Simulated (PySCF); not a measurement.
# Two probes of the same atoms: core binding energy and nuclear shielding

Compound: C5H10SSi.
Numbering: `[CH3:1]/[CH:2]=[CH:3]/[CH:4]=[CH:5]/[S:6][SiH3:7]`

Binding energies: delta-SCF UKS SCAN, pcX-2 on the ionised atom, pcseg-1 elsewhere, spin-free X2C (PySCF). Shieldings: GIAO PBE0/pcSseg-1, non-relativistic, same geometry.

```csv
atom,isotropic shielding (ppm)
C1,163.0
C2,49.6
C3,46.7
C4,48.4
C5,53.5
```

Task: What are the C 1s binding energies of these atoms?

Result: 
| atom | environment | C 1s (eV) | isotropic shielding (ppm) |
| --- | --- | --- | --- |
| C2 | alkene CH carbon | 289.67 | 49.6 |
| C4 | alkene CH carbon | 290.13 | 48.4 |
| C3 | alkene CH carbon | 290.15 | 46.7 |
| C5 | alkene CH carbon | 290.47 | 53.5 |
| C1 | allylic carbon | 290.65 | 163.0 |

Task: Among the listed atoms, is the one with the highest binding energy also the least shielded?

Result: No. The highest binding energy is at C1 (290.65 eV, shielding 163.0 ppm), the lowest shielding at C3 (46.7 ppm, 290.15 eV).

By binding energy: C2 < C4 ≈ C3 < C5 < C1. By shielding: C3 < C4 < C2 < C5 < C1.

The unrestricted hole states depart most from a pure doublet (⟨S²⟩ = 0.75; over 0.85 named) for C 1s of C3 (0.86), which makes this value less certain. Isolated species at its PBE0-D3(BJ)/def2-SVP geometry (one conformer only).

Shape of the structure used: `[CH3:1]/[CH:2]=[CH:3]/[CH:4]=[CH:5]/[S:6][SiH3:7]`: C2–C3–C4–C5 179°, C4–C5–S6–Si7 -2°.
